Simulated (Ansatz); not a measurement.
Born–Oppenheimer molecular dynamics of CH$_{2}$AlFO (6 atoms, charge 0, multiplicity 1). It starts at the highest image of a converged band. Of that band: The profile has 2 maxima (images 1, 6) with wells between them (image 4): this band takes more than one step, which may be the mechanism or a detour left from its start path. Neighbouring images differ by up to 1.9 eV, so the band resolves the path poorly. A vibrational analysis at the climbing image gives one clearly imaginary mode, 272i cm⁻¹: a first-order saddle point.

Level of theory: RKS BLYP-D4/STO-3G in Ansatz 0.2.0.

```json
{"ensemble": "NVE (velocity Verlet)", "time step": "0.5 fs", "steps asked": "200", "starting velocities drawn for": "100 K", "seed": "6870"}
```

First frame:

```xyz
6
Properties=species:S:1:pos:R:3
F 0.892 -1.283 1.419
C 0.818 -0.663 0.178
O -0.411 -0.760 -0.445
Al -0.488 1.054 -0.828
H 1.223 0.486 0.061
H -1.992 1.101 -0.432
```

Question: How far do the bonds stretch over the last three quarters of this one trajectory? (Pairs bonded in most of those frames.)

Answer: 
```csv
bond,mean (Å),spread (Å),shortest,longest
F1–C2,1.384,0.011,1.37,1.41
C2–O3,1.354,0.020,1.32,1.39
C2–H5,1.146,0.027,1.10,1.22
O3–Al4,1.920,0.042,1.86,1.98
Al4–H6,1.576,0.027,1.53,1.62
```

Mean temperature of the second half: 151 K. The conserved energy stayed within 0.04 meV per atom of its start (net change 0.035 meV per atom), so the integration is sound. The kinetic energy rose, since the run started high on the potential surface and went downhill. A run of 0.1 ps of so small a system gives no equilibrium averages. The orbitals stay closed-shell, which can raise the energy where a bond breaks towards radicals; this wasn't checked here. Limits of this set-up: minimal basis.

The run took 6.9 min on 1 thread of Arm Neoverse N1 (shared host), peak memory 0.082 GiB.
